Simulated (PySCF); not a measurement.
Unknown compound

The spectra below were simulated for a compound C4H13NSi2.

¹H NMR (400 MHz, computed): δ 5.07 (m, 1H), 4.31 (m, 1H), 4.14 (m, 1H), 2.03 (m, 1H), 1.64 (m, 1H), 1.61 (m, 1H), 1.54 (m, 1H), 1.43 (m, 1H), 0.84 (br s, 2H), 0.08 (m, 3H).

¹³C{¹H} NMR (computed): δ 27.0 (CH2), 21.0 (CH), 19.1 (CH2), -6.8 (CH3).

Computational details: geometry: GFN2-xTB, NMR shieldings at PBE0/pcSseg-1/GIAO, in PySCF 2.14 (in vacuum, fast rotation and ring inversion assumed for equivalent nuclei, non-relativistic Hamiltonian, a single conformation).

Scale: ¹H (31.72 ppm), ¹³C (186.93 ppm) vs TMS (reference shieldings calculated alike).

Task: Deduce the structure.

Result: 
- Rings plus π bonds: 1 (1 ring in the answer).
- 4 carbon signals for 4 carbons: no two carbons are equivalent.
- Carbon types of the structure: 1 × CH, 2 × CH2, 1 × CH3, leaving 5 H on heteroatoms.
- δC 21.0: sp3 CH bonded to 2 Si.
- δC 19.1: sp3 CH2 in a ring; saturated and bonded to C and H only.
- δC -6.8: methyl carbon bonded to Si; an electropositive neighbour leaves it electron-rich and shielded.
- δH 5.07: hydrogen on a silicon bonded to 2 C, N, in a 4-membered ring.
- δH 1.64, 1.61: hydrogen on an sp3 CH2 bonded to Si.
- δH 0.84: hydrogen on a nitrogen bonded to Si; labile proton, position sensitive to the medium.
- δH 0.08: hydrogen on a methyl carbon bonded to Si; an electropositive neighbour shields it, as in TMS itself.

These data were computed for SMILES C[SiH2][C@@H]1CC[Si@H]1N.

The data come from this structure; uniqueness wasn't tested.

OH/NH shifts are gas-phase values; hydrogen bonding in solution moves them, usually downfield. Shifts are as computed. Against solution values, carbons near 30 ppm lie about +3 ppm off and those near 130 ppm about +5 ppm. Of 1211 compounds with measured shifts, 218 miss one by over three times the rms of a fit or turn the order of signals round; such compounds aren't used in these exercises. Multiplicities follow the n + 1 count of equivalent neighbours, as no J values were calculated; m marks all less simple cases, F and P coupling included.
